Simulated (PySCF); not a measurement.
Work out the structure from these simulated measurements.

Formula: C6H6ClFO.

| Property | Result |
| --- | --- |
| Rotational structure | rotational constants A, B, C: 2.476, 0.831, 0.756 GHz [GFN2-xTB] |
| 1H NMR | chemical shifts (computed TMS as zero) by class: 6.14 (1 H), 5.87 (1 H), 5.47 (1 H), 2.32 (1 H), 2.29 (1 H), 1.22 (1 H) ppm [GIAO PBE0/pcSseg-1] |
| Triplet | lowest triplet excitation (Tamm–Dancoff): 4.15 eV [TDA B3LYP/def2-SVPD] |
| 13C NMR | chemical shifts (computed TMS as zero) by class: 177.2 (1 C), 142.4 (1 C), 124.5 (1 C), 88.1 (1 C), 40.6 (1 C), 25.9 (1 C) ppm [GIAO PBE0/pcSseg-1] |
| NMR, other nuclei | isotropic shieldings of nuclei other than C and H, by class: -235 (1 O), 389 (1 F), 442 (1 Cl) ppm [GIAO PBE0/pcSseg-1] |
| Polarisability | 91.7 au [B3LYP/def2-SVPD] |
| UV, first state | lowest singlet excitation: 5.01 eV (248 nm, f = 0.027) [TDDFT B3LYP/def2-SVPD] |
| Dipole | 4.22 D [B3LYP/def2-SVPD] |

Electronic properties: PySCF, gas phase, density fitting. Levels stand in brackets. Geometry: GFN2-xTB, one conformer, isolated molecule. NMR classes are plain means over equivalent atoms (diastereotopic ones count apart unless rotation or inversion swaps them), as if these changed places fast.

Question: Propose a structure and show how it fits.

Answer: Numbering: `[CH2:1]=[CH:2][C@@:3]1([F:4])[CH2:5][C@@H:6]1[C:7](=[O:8])[Cl:9]`. Its formula, C6H6ClFO, gives 3 degrees of unsaturation: 1 ring and 2 π bonds in the structure found. 6 carbons fall into 6 classes; from least to most shielded: acyl halide carbon [C7] (177.2 ppm), alkene CH carbon [C2] (142.4 ppm), terminal =CH2 carbon [C1] (124.5 ppm), sp3 C–F carbon [C3] (88.1 ppm), sp3 carbon next to a carbonyl [C6] (40.6 ppm), three-membered-ring carbon [C5] (25.9 ppm). Hydrogen classes from least to most shielded: 1 H on a terminal =CH2 carbon, C1 (6.14 ppm), 1 H on a terminal =CH2 carbon, C1 (5.87 ppm), 1 H on an alkene CH carbon, C2 (5.47 ppm), 1 H on a three-membered-ring carbon, C5 (2.32 ppm), 1 H on an sp3 carbon next to a carbonyl, C6 (2.29 ppm), 1 H on a three-membered-ring carbon, C5 (1.22 ppm). The other shieldings belong to: -235 ppm, carbonyl oxygen [O8]; 389 ppm, alkyl fluorine [F4]; 442 ppm, chlorine bonded to C [Cl9]. S1 is mainly HOMO−1→LUMO (weight 0.70); the largest Löwdin shares of the orbital it empties are 0.51 on the carbonyl oxygen, 0.33 on the chlorine bonded to C, 0.05 on the acyl halide carbon and 0.05 on the sp3 carbon next to a carbonyl, of the orbital it fills 0.31 on the acyl halide carbon, 0.25 on the carbonyl oxygen, 0.10 on the chlorine bonded to C and 0.08 on the terminal =CH2 carbon. The optimised geometry has point group C1 and is an asymmetric top. Structure: `C=C[C@@]1(F)C[C@@H]1C(=O)Cl`. Computed isomers that give other values at the same levels: `COC1=C(Cl)C(F)=CC1` (13C chemical shifts (computed TMS as zero) by class: 168.6 (1 C), 167.1 (1 C), 105.0 (1 C), 95.3 (1 C), 60.0 (1 C), 37.7 (1 C) ppm); `C=C/C(F)=C(/C)C(=O)Cl` (13C chemical shifts (computed TMS as zero) by class: 178.7 (1 C), 177.6 (1 C), 136.9 (1 C), 135.5 (1 C), 117.6 (1 C), 17.8 (1 C) ppm); `C/C=C(C=O)/C(Cl)=C/F` (13C chemical shifts (computed TMS as zero) by class: 189.4 (1 C), 163.1 (1 C), 161.1 (1 C), 135.6 (1 C), 124.2 (1 C), 16.2 (1 C) ppm). The assignments are read from this structure; whether some other isomer fits the data as well wasn't checked. The mirror image fits equally.

Conformer computed: `[CH2:1]=[CH:2][C@@:3]1([F:4])[CH2:5][C@@H:6]1[C:7](=[O:8])[Cl:9]`: C1–C2–C3–F4 3°, C5–C6–C7–O8 -14°.
